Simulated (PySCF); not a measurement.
## Sr⁺: excitation energy

Sr⁺ [Kr] 5s1 (2S) → Sr⁺ [Kr] 4d1 (2D), as a difference of total energies. All numbers are calculated (PySCF 2.14, scalar relativity by spin-free X2C-1e, in aug-cc-pVTZ-X2C (8s7p5d2f, 68 functions)). The calculations carry no spin-orbit coupling.

| method | excitation energy (eV) | error (eV) |
| --- | --- | --- |
| UHF | 1.933 | +0.107 |
| LDA | 1.685 | -0.141 |
| PBE | 1.519 | -0.307 |
| PBE0 | 1.529 | -0.297 |
| r2SCAN | 1.408 | -0.418 |
| revPBE | 1.439 | -0.387 |
| r2SCAN0 | 1.484 | -0.342 |
| r2SCANh | 1.438 | -0.388 |
| BP86 | 1.491 | -0.335 |

Reference: 1.826 eV (measured; NIST levels, between the centres of gravity of the two terms).
